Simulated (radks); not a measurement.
The mean radii <r> (bohr) of the occupied orbitals of an atom or ion are listed with their occupations. Method: scalar-relativistic Kohn-Sham, PBE, spin-polarised, spherical densities, point nucleus; computed with a radial shooting solver on a logarithmic mesh with Libxc functionals.

| orbital | occ. | <r> |
|---|---|---|
| 1s up | 1 | 0.5047 |

Name the element and its charge. Open shells, if any, are filled with parallel spins first.

Answer. Z = 3, lithium, charge +2: Li2+ in 1s1. The 1s radius gives Z: for a bare nucleus <r> = (2 gamma + 1)/(2Z) with gamma = sqrt(1 - (Z/c)^2), 0.4999 bohr for Z = 3, and the self-interaction of the functional makes it slightly larger (0.5047 here). The occupations add up to 1, and the charge is Z minus that.
